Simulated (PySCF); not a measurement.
Isomers of C5H10N2.

All values: PBE0/pcSseg-1 (PySCF) at PBE0-D3(BJ)/def2-SVP geometries, gas phase, one conformer each.

Task: Rank by the highest IAO charge on any atom, lowest value first.
A. `[CH3:1][NH:2][C@H:3]1[CH:4]=[N:5][CH2:6][CH2:7]1` with C1–N2–C3–C4 77°
B. `[CH2:1]=[CH:2][N:3]1[CH2:4][CH2:5][CH2:6][NH:7]1` with C1–C2–N3–C4 155°, C2–N3–C4–C5 -172°, N3–C4–C5–C6 -2°, C4–C5–C6–N7 24°, C5–C6–N7–N3 -38°
C. `[CH3:1][C:2]1=[N:3][NH:4][CH2:5][C@H:6]1[CH3:7]` with C2–N3–N4–C5 -20°, N3–N4–C5–C6 29°, N4–C5–C6–C7 -151°, C1–C2–C6–C5 -168°
D. `[CH3:1][CH2:2][N:3]1[CH2:4][CH2:5][CH:6]=[N:7]1` with C1–C2–N3–C4 -68°, C2–N3–C4–C5 163°, N3–C4–C5–C6 -22°, C4–C5–C6–N7 15°, C2–N3–N7–C6 -156°

Result: D (+0.156 e), B (+0.221 e), A (+0.238 e), C (+0.267 e).

Task: Rank by the lowest IAO charge on any atom, lowest value first.
A. `[CH3:1][NH:2][C@H:3]1[CH:4]=[N:5][CH2:6][CH2:7]1` with C1–N2–C3–C4 77°
B. `[CH3:1][C:2]1=[N:3][NH:4][CH2:5][C@H:6]1[CH3:7]` with C2–N3–N4–C5 -20°, N3–N4–C5–C6 29°, N4–C5–C6–C7 -151°, C1–C2–C6–C5 -168°
C. `[CH2:1]=[N:2]/[N:3]=[C:4](\[CH3:5])[CH2:6][CH3:7]` with C1–N2–N3–C4 -116°, N3–C4–C6–C7 109°

Result: C (-0.453 e), B (-0.426 e), A (-0.401 e).

Task: Rank by HOMO energy, highest first.
A. `[CH2:1]=[N:2]/[N:3]=[C:4](\[CH3:5])[CH2:6][CH3:7]` with C1–N2–N3–C4 -116°, N3–C4–C6–C7 109°
B. `[CH3:1][CH2:2][N:3]1[CH2:4][CH2:5][CH:6]=[N:7]1` with C1–C2–N3–C4 -68°, C2–N3–C4–C5 163°, N3–C4–C5–C6 -22°, C4–C5–C6–N7 15°, C2–N3–N7–C6 -156°
C. `[CH2:1]=[CH:2][N:3]1[CH2:4][CH2:5][CH2:6][NH:7]1` with C1–C2–N3–C4 155°, C2–N3–C4–C5 -172°, N3–C4–C5–C6 -2°, C4–C5–C6–N7 24°, C5–C6–N7–N3 -38°
D. `[CH3:1][C:2]1=[N:3][NH:4][CH2:5][C@H:6]1[CH3:7]` with C2–N3–N4–C5 -20°, N3–N4–C5–C6 29°, N4–C5–C6–C7 -151°, C1–C2–C6–C5 -168°
E. `[CH3:1][NH:2][C@H:3]1[CH:4]=[N:5][CH2:6][CH2:7]1` with C1–N2–C3–C4 77°

Result: C (-5.41 eV), B (-5.74 eV), D (-5.92 eV), E (-6.30 eV), A (-6.75 eV).

All values together:

```csv
SMILES,μ (D),HOMO (eV),LUMO (eV),lowest IAO charge (e),highest IAO charge (e),lowest Hirshfeld charge (e),highest Hirshfeld charge (e)
CCN1CCC=N1,2.05,-5.74,0.38,-0.430 (C),+0.156 (H),-0.125 (C),+0.053 (H)
CN[C@H]1C=NCC1,1.55,-6.30,-0.04,-0.401 (N),+0.238 (H),-0.170 (N),+0.107 (H)
C=CN1CCCN1,2.88,-5.41,0.84,-0.423 (C),+0.221 (H),-0.171 (C),+0.100 (H)
C=N/N=C(\C)CC,2.04,-6.75,-0.59,-0.453 (C),+0.165 (H),-0.123 (C),+0.087 (C)
CC1=NNC[C@H]1C,2.30,-5.92,0.51,-0.426 (C),+0.267 (H),-0.136 (N),+0.121 (H)
```

Conformers: `[CH3:1][CH2:2][N:3]1[CH2:4][CH2:5][CH:6]=[N:7]1` with C1–C2–N3–C4 -68°, C2–N3–C4–C5 163°, N3–C4–C5–C6 -22°, C4–C5–C6–N7 15°, C2–N3–N7–C6 -156°; `[CH3:1][NH:2][C@H:3]1[CH:4]=[N:5][CH2:6][CH2:7]1` with C1–N2–C3–C4 77°; `[CH2:1]=[CH:2][N:3]1[CH2:4][CH2:5][CH2:6][NH:7]1` with C1–C2–N3–C4 155°, C2–N3–C4–C5 -172°, N3–C4–C5–C6 -2°, C4–C5–C6–N7 24°, C5–C6–N7–N3 -38°; `[CH2:1]=[N:2]/[N:3]=[C:4](\[CH3:5])[CH2:6][CH3:7]` with C1–N2–N3–C4 -116°, N3–C4–C6–C7 109°; `[CH3:1][C:2]1=[N:3][NH:4][CH2:5][C@H:6]1[CH3:7]` with C2–N3–N4–C5 -20°, N3–N4–C5–C6 29°, N4–C5–C6–C7 -151°, C1–C2–C6–C5 -168°.
